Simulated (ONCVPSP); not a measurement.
# Cutoff test, carbon, ONCV

ONCVPSP 4.0.1 input, shortened (lines: element, Z, core and valence counts, functional; n l f; lmax; l rc ep ncon nbas qcut; lloc lpopt rc5 dvloc0; l nproj debl; icmod fcfact rcfact), PBE, scalar-relativistic:

```
  C 6.00    1    2        4      upf
    1    0    2.00
    2    0    1.00
    2    1    3.00
    1
    0    1.20    0.00    4    8    4.00
    1    3.05    0.00    3    8    4.80
    0    5    1.20    0.00
    0    0    2.90
    1    2    0.50
    1    0.65    0.00
```

Question: For each optimised wave give the share of its norm inside rc, the residual kinetic energy above qcut (Ha) and the cutoffs (Ha) for errors of 10, 1, 0.1 and 0.01 mHa per electron.

Answer:

| wave | norm inside rc | residual KE | 10 mHa | 1 mHa | 0.1 mHa | 0.01 mHa |
| --- | --- | --- | --- | --- | --- | --- |
| 2s | 0.341 | 1.4e-02 | 9.2 | 87.1 | 118.2 | 152.6 |
| 2p | 0.897 | 1.2e-07 | 5.4 | 7.2 | 8.6 | 9.7 |
| p projector 2 | 0.264 | 9.0e-07 | 5.7 | 7.7 | 9.1 | 10.5 |

The occupied waves need 87 Ha and 118 Ha for 1 and 0.1 mHa. Its largest configuration-test error is +1937 meV.
